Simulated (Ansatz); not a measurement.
Cost and result for the atomization energy of `[SiH3]C1(Cl)C[SiH2]1` (12 atoms, 12 bonds).

```xyz
12

Si    0.0947    1.0186    1.4092
C     0.1624    0.4106   -0.3495
Cl    0.6719    1.6960   -1.4651
C     0.7750   -0.9776   -0.6279
Si   -1.0360   -0.8754   -0.9682
H    -0.8569    2.1508    1.5224
H     1.4423    1.4470    1.8696
H    -0.3711   -0.1128    2.2588
H     1.1701   -1.5125    0.2312
H     1.4374   -1.0163   -1.4875
H    -2.0115   -1.4545   -0.0219
H    -1.4784   -0.7739   -2.3712
```

Total charge 0; spin multiplicity 1. All single points use the PBE0-D4/def2-TZVP geometry. Program: Ansatz. All runs use 4 threads of an Arm Neoverse V1 on a shared host. Times are those of one run each, without the atoms' runs, and a repeat can differ threefold. Electronic energies, without spin–orbit coupling; frozen cores. CCSD(T)/CBS adds CCSD(T) − MP2 in def2-TZVPP to the MP2 limit, and its time is that of the two runs behind it. T1 = 0.012. B3LYP takes the VWN-RPA correlation (the form of Gaussian; ORCA's B3LYP/G).

CCSD(T)/CBS is a level of theory with its own doubt, some kJ/mol a heavy atom from the limit and from the frozen cores, so smaller differences don't rank the functionals.

```json
{"level": "PBE-D4/def2-TZVPP (with forces)", "functions": "286", "wall time": "3.6 s"}
{"level": "PBE0-D4/def2-TZVPP", "functions": "286", "wall time": "4.9 s"}
{"level": "r2SCAN-D4/def2-TZVPP (with forces)", "functions": "286", "wall time": "7 s"}
{"level": "B3LYP-D4/def2-TZVPP (with forces)", "functions": "286", "wall time": "7.5 s"}
{"level": "B2PLYP/def2-TZVPP", "functions": "286", "wall time": "8 s"}
{"level": "ωB97X-V/def2-TZVPP", "functions": "286", "wall time": "11 s"}
{"level": "ωB97M-V/def2-TZVPP (with forces)", "functions": "286", "wall time": "17 s"}
{"level": "MP2/def2-QZVPP", "functions": "534", "wall time": "43 s"}
{"level": "CCSD(T)/def2-TZVPP", "functions": "286", "wall time": "3.9 min"}
{"level": "CCSD(T)/CBS(def2)", "functions": "–", "wall time": "4.6 min"}
```

(1) What atomization energy does each give, and how far from CCSD(T)/CBS? (Estimate.)

## Answers

(1) Computed: 
```
                             level  atomization (kJ/mol)  difference from CCSD(T)/CBS  per bond
   PBE-D4/def2-TZVPP (with forces)                4037.7                         39.6       3.3
                PBE0-D4/def2-TZVPP                4000.9                          2.8       0.2
r2SCAN-D4/def2-TZVPP (with forces)                4010.5                         12.4       1.0
 B3LYP-D4/def2-TZVPP (with forces)                3982.7                        -15.4      -1.3
                 B2PLYP/def2-TZVPP                3933.2                        -64.9      -5.4
                ωB97X-V/def2-TZVPP                4024.1                         26.0       2.2
  ωB97M-V/def2-TZVPP (with forces)                4012.2                         14.1       1.2
                    MP2/def2-QZVPP                3996.2                         -1.9      -0.2
                CCSD(T)/def2-TZVPP                3890.1                       -108.0      -9.0
                 CCSD(T)/CBS(def2)                3998.1                          0.0       0.0
```

The D4 term adds +54.9 kJ/mol with B3LYP and +28.7 kJ/mol with PBE0; it sums over pairs of atoms, weighted by their polarisabilities, and B3LYP, whose exchange is more repulsive, gets the larger term. In def2-TZVPP, CCSD(T) changes the Hartree–Fock value by +944.1 kJ/mol (the triples alone add +58.8 kJ/mol) and MP2 by +986.0 kJ/mol; breaking electron pairs costs correlation energy, which Hartree–Fock lacks. From PBE to PBE0 (25 % exact exchange), in def2-TZVPP and without D4, the atomization energy moves by −31.7 kJ/mol: exact exchange takes away binding that semilocal exchange gives to molecules.
